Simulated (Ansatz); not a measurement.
`[F][AlH][CH2][SiH3]` and `[SiH3][CH2][AlH][CH2]Cl` differ in one atom or group.

Ansatz, PBE0-D4/def2-TZVP geometries, multiplicity 1. Each molecule was computed in one conformer, which needn't be the lowest.

```
                                          property  `[F][AlH][CH2][SiH3]`
             HOMO–LUMO gap (B3LYP/def2-TZVPP) / eV                   6.81
              HOMO–LUMO gap (PBE0/def2-TZVPP) / eV                   7.25
size of the dipole moment (ωB97M-V/def2-TZVPP) / D                   1.77
               HOMO energy (B3LYP/def2-TZVPP) / eV                  -8.09
                 LUMO energy (PBE/def2-TZVPP) / eV                  -1.82
             HOMO energy (ωB97M-V/def2-TZVPP) / eV                 -10.47
```

Give the same properties after the change, and the shifts. (Best estimate.)

Computed: 
```
                                          property  `[SiH3][CH2][AlH][CH2]Cl`  shift
             HOMO–LUMO gap (B3LYP/def2-TZVPP) / eV                       6.79  -0.02
              HOMO–LUMO gap (PBE0/def2-TZVPP) / eV                       7.24  -0.01
size of the dipole moment (ωB97M-V/def2-TZVPP) / D                       0.90  -0.87
               HOMO energy (B3LYP/def2-TZVPP) / eV                      -7.70   0.39
                 LUMO energy (PBE/def2-TZVPP) / eV                      -1.56   0.26
             HOMO energy (ωB97M-V/def2-TZVPP) / eV                     -10.12   0.35
```

Dipoles are sizes alone; their direction can turn.

B3LYP here is the variant with VWN-RPA as its local correlation; programs differ in this.
